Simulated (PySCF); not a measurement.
FH5SSi2, SMILES F[SiH2]S[SiH3]. Geometry: PBE-D3(BJ)/def2-SVP. The structure was generated by enumeration, and PubChem lists no compound with its InChIKey, so it may never have been made. Other conformers were not sampled.

Computed equilibrium geometry at PBE-D3(BJ)/def2-SVP (PySCF confirms it by a frequency run) as Cartesian coordinates in Å (one conformer of several):
```xyz
9

Si    -1.8386     0.3243    -0.1680
S     -0.1337    -0.8067    -0.9067
Si     1.4127     0.2618     0.1212
F      1.1875     0.1856     1.7440
H     -2.3277    -0.2196     1.1422
H     -1.4474     1.7667     0.0002
H     -2.9159     0.1921    -1.2037
H      1.4122     1.7165    -0.2375
H      2.6938    -0.4255    -0.2344
```
Charge 0, spin multiplicity 1.
